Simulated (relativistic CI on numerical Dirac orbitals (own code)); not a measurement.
## Re²⁺: 4f photoemission

Computed with this model: Dirac-Coulomb-Breit CI, KLI orbitals optimised for each configuration, a model potential for QED, valence Slater integrals scaled by 0.7, multiplet model of photoemission in the sudden approximation; configurations [Xe] 4f14 5d5 → [Xe] 4f13 5d5; 300 K; Lorentzian 0.17 eV and Gaussian 0.5 eV FWHM. Energies are those of the free ion, without screening or charge transfer. The energies are binding energies and can lie tens of eV above those of solids. S is read from ⟨S²⟩ = S(S + 1).

Field parameters in Wybourne normalisation: D3d B²₀ = −7Dσ, B⁴₀ = −14Dq − 21Dτ, B⁴₃ = −14√(10/7) Dq. The field is a parameter set, without covalency.

Computed curve for D3d, 10Dq = 22450, Dσ = -1200, Dτ = 0 cm⁻¹, scaled to 100 at the maximum (points under 2 are left out and the grid is thinned):

```tsv
Energy (eV)	Intensity
64.9	2.4
65.0	3.0
65.1	4.1
65.2	5.9
65.3	9.4
65.4	15.7
65.5	26.3
65.6	42.1
65.7	61.9
65.8	81.9
65.9	96.3
66.0	100.0
66.1	91.7
66.2	74.6
66.3	54.4
66.4	36.5
66.5	23.6
66.6	15.7
66.7	11.7
66.8	10.1
66.9	9.7
67.0	9.8
67.1	9.8
67.2	9.4
67.3	8.7
67.4	8.1
67.5	8.2
67.6	9.3
67.7	11.6
67.8	15.2
67.9	19.7
68.0	24.6
68.1	29.7
68.2	34.7
68.3	39.3
68.4	43.4
68.5	46.7
68.6	48.8
68.7	48.7
68.8	45.9
68.9	40.5
69.0	33.7
69.1	26.8
69.2	20.9
69.3	16.2
69.4	12.9
69.5	10.4
69.6	8.7
69.7	7.5
69.8	6.7
69.9	6.1
70.0	5.5
70.1	4.9
70.2	4.3
70.3	3.6
70.4	3.0
70.5	2.5
70.6	2.1
```

The ground state has S = 0.61, and the centroid lies at 67.23 eV.
